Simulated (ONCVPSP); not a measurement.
# titanium (Ti): from the effect back to the setting (ONCV)

Base potential:

titanium (Ti), optimised norm-conserving Vanderbilt (ONCV), made with ONCVPSP 4.0.1 (revPBE, scalar-relativistic). Core [Ne] 3s2, reference 3p6 3d2 4s1.75 (charge +0.25). Waves: 4s: rc 2.90 bohr, ncon 4, nbas 8, qcut 2.9 1/bohr, 2 projectors, debl 2.5 Ha; 3p: rc 1.65 bohr, ncon 3, nbas 6, qcut 9.8 1/bohr, 2 projectors, debl 2.2 Ha; 3d: rc 2.55 bohr, ncon 3, nbas 7, qcut 6.1 1/bohr, 2 projectors, debl 1.5 Ha. Local part: polynomial inside 1.10 bohr (lpopt 5, dvloc0 1 Ha). Core correction: Teter function, fcfact 3.5, rcfact 1.55.

Cutoffs, loose and tight: the cutoffs (Ha) at which the residual kinetic energy of the hardest occupied pseudo-wave falls to 1 and 0.1 mHa per electron. They do not see the model core or the augmentation charge, which bear on the density cutoff. Test errors are all-electron minus pseudo excitation energies from the reference, over the configurations 3p6 3d2 4s2; 3p6 3d2 4s1; 3p6 3d2 4s0; 3p6 3d2.5 4s1.5; variants that change the core or the reference have their own tests.

Only the qcut of the s channel is moved (4 further runs of the sweep failed or gave no value and are left out):

```json
{"qcut of the s channel (1/bohr)": "1.7", "cutoff, loose": "20 Ha", "cutoff, tight": "25 Ha", "bound ghosts": "s", "largest test error (meV)": "+32", "median size of the test errors": "4.3 meV"}
{"qcut of the s channel (1/bohr)": "2.3", "cutoff, loose": "20 Ha", "cutoff, tight": "25 Ha", "bound ghosts": "s", "largest test error (meV)": "+27", "median size of the test errors": "2.6 meV"}
{"qcut of the s channel (1/bohr)": "2.7", "cutoff, loose": "20 Ha", "cutoff, tight": "25 Ha", "bound ghosts": "s", "largest test error (meV)": "+25", "median size of the test errors": "1.3 meV"}
{"qcut of the s channel (1/bohr)": "3.1", "cutoff, loose": "20 Ha", "cutoff, tight": "25 Ha", "bound ghosts": "s", "largest test error (meV)": "+24", "median size of the test errors": "0.8 meV"}
```

Problem. One more run gave cutoff, loose: 20 Ha; cutoff, tight: 25 Ha; bound ghosts: s; largest test error (meV): +29; median size of the test errors: 3.4 meV. Which value of the qcut of the s channel was used?

Solution. 2 1/bohr. The median size of the test errors moves one way along this sweep, from 4.3 meV at 1.7 to 0.8 meV at 3.1 1/bohr, which places the run between 1.7 and 2.3 1/bohr.
